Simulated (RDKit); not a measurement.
Job for RDKit: MMFF94 on CF4 (SMILES FC(F)(F)F).

```python
from rdkit import Chem
from rdkit.Chem import AllChem, rdDetermineBonds

blocks = [
'''5

C     0.00000000    0.00000000    0.00000000
F     0.76556651    0.76556651    0.76556651
F     0.76556651   -0.76556651   -0.76556651
F    -0.76556651    0.76556651   -0.76556651
F    -0.76556651   -0.76556651    0.76556651
''',
]
mol = None
for b in blocks:
    f = Chem.MolFromXYZBlock(b)
    rdDetermineBonds.DetermineBonds(f, charge=0)
    mol = f if mol is None else Chem.CombineMols(mol, f)
Chem.SanitizeMol(mol)
print(Chem.MolToSmiles(Chem.RemoveHs(mol)))
ff = AllChem.MMFFGetMoleculeForceField(mol, AllChem.MMFFGetMoleculeProperties(mol), nonBondedThresh=100.0, ignoreInterfragInteractions=False)
e = ff.CalcEnergy()
print(f'MMFF94 energy {e:.6f} kcal/mol')
```

Program output:

```
FC(F)(F)F
MMFF94 energy 2.523192 kcal/mol
```

The run finished.

Cost: around 0.03 core-seconds (rough).
